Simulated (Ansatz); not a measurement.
Born–Oppenheimer molecular dynamics of AlClH₄OSi (8 atoms, charge 0, multiplicity 1). It goes on from the last frame of an earlier run, with new velocities.

Method: RHF/6-31G* in Ansatz.

| Quantity | Value |
| --- | --- |
| ensemble | NVE (velocity Verlet) |
| time step | 1 fs |
| steps asked | 166 |
| starting velocities drawn for | 1000 K |
| masses | H 10 u |
| seed | 162071 |

First frame:

```xyz
8
Properties=species:S:1:pos:R:3
Al -0.184 0.116 -0.017
Cl 0.182 0.139 2.057
O 0.940 -0.600 -0.959
Si 2.381 -1.485 -1.123
H 2.458 -2.735 -0.103
H 2.549 -1.991 -2.471
H 3.485 -0.789 -0.564
H -1.371 0.958 -0.642
```

Problem. How far do the bonds stretch over the last three quarters of this one trajectory? (Pairs bonded in most of those frames.)

Solution. 
| bond | mean (Å) | spread (Å) | shortest | longest |
| --- | --- | --- | --- | --- |
| Al1–Cl2 | 2.102 | 0.045 | 2.02 | 2.18 |
| Al1–O3 | 1.688 | 0.046 | 1.62 | 1.80 |
| Al1–H8 | 1.569 | 0.023 | 1.53 | 1.61 |
| O3–Si4 | 1.639 | 0.043 | 1.56 | 1.71 |
| Si4–H5 | 1.513 | 0.104 | 1.34 | 1.67 |
| Si4–H6 | 1.477 | 0.048 | 1.40 | 1.57 |
| Si4–H7 | 1.489 | 0.072 | 1.37 | 1.61 |

Mean temperature of the second half: 811 K. The conserved energy stayed within 0.34 meV per atom of its start (net change -0.25 meV per atom), so the integration is sound. A run of 0.17 ps of so small a system gives no equilibrium averages.

The run took 4.3 min on 1 thread of Arm Neoverse V1, on a shared host, peak memory 0.14 GiB.
